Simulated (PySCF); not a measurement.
## Ionisation energy of Fe by level of theory

Fe [Ar] 3d6 4s2 (5D) → Fe⁺ [Ar] 3d6 4s1 (6D), as a difference of total energies. Calculation: PySCF 2.14, in Sapporo-DKH3-DZP-2012; scalar relativity by spin-free X2C-1e. Correlated levels: valence: [Ar] frozen. The calculations carry no spin-orbit coupling.

**Question.** Order these methods by the ionisation energy they give, lowest first.
A. UHF
B. SCS-MP2 (valence)
C. LDA
D. MP2 (valence)

**Answer.** A (6.466 eV), D (7.426 eV), B (7.583 eV), C (8.207 eV).

Errors of the correlated levels include the incompleteness of this basis and the frozen core.

MP2 underrates the near-degeneracy of ns² with np² in the lower species.

For comparison: 7.904 eV (measured; NIST levels, between the centres of gravity of the two terms).
